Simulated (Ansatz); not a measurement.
`F[BH][AlH][F]` + H₂ → `F[BH][AlH2]` + H–F at 700 K and 1 bar (hydrogenolysis of the Al–F bond).

Isolated molecules relaxed with PBE0-D4/def2-TZVP in Ansatz; ΔE leaves out vibrations. CCSD(T)/CBS is the MP2 limit (def2-TZVPP, def2-QZVPP) plus CCSD(T) − MP2 in def2-TZVPP, frozen cores. This one scheme is used for every species. One conformer a species, not always the lowest.

```json
{"species": "`F[BH][AlH][F]`", "CCSD(T)/CBS energy (Eh)": "-467.68823", "H − E (kJ/mol)": "118.6", "S (J/(mol·K))": "403.5"}
{"species": "H₂", "CCSD(T)/CBS energy (Eh)": "-1.17544", "H − E (kJ/mol)": "46.8", "S (J/(mol·K))": "155.3"}
{"species": "`F[BH][AlH2]`", "CCSD(T)/CBS energy (Eh)": "-368.40257", "H − E (kJ/mol)": "123.8", "S (J/(mol·K))": "369.3"}
{"species": "H–F", "CCSD(T)/CBS energy (Eh)": "-100.39570", "H − E (kJ/mol)": "45.2", "S (J/(mol·K))": "198.5"}
```

H − E and S are ideal-gas, rigid-rotor, harmonic terms from PBE0-D4/def2-TZVP, for one conformer and one mirror image of each species. The MP2-based limit puts H₂ 0.8 mEh under its directly extrapolated value; such offsets cancel only in part. 1 Eh = 2625.50 kJ/mol, R = 8.31446 J/(mol·K).

By hand: ΔE, ΔH, ΔS and ΔG.

ΔE = (-368.40257) + (-100.39570) − (-467.68823) − (-1.17544) = 0.06540 Eh = 171.7 kJ/mol. Δ(H − E) = 123.8 + 45.2 − 118.6 − 46.8 = 3.6, so ΔH = 175.3 kJ/mol. ΔS = 369.3 + 198.5 − 403.5 − 155.3 = 9.0 J/(mol·K). ΔG = 175.3 − 700 × (9.0)/1000 = 169.0 kJ/mol.

By hand: the equilibrium constant, and the temperature at which ΔG would vanish if ΔH and ΔS stayed fixed.

log₁₀ K = −ΔG/(RT ln 10) = -12.6. ΔG = 0 at ΔH/ΔS = 19478 K, far beyond where these terms or the molecules hold.

The number of gas molecules stays the same, so ΔS is small and ΔH decides. A doubt of 5 kJ/mol in ΔE shifts log₁₀ K by 0.4 here. Other conformers and mirror images would add mixing entropy, several J/(mol·K) or more a flexible species. Modes under 60 cm⁻¹, often nearly free rotors, make the harmonic entropy too high. These are equilibria of isolated gas molecules and say nothing of rates. Largest T1 diagnostic: 0.014 (customary marks: 0.02 for closed shells, 0.045 for open ones).
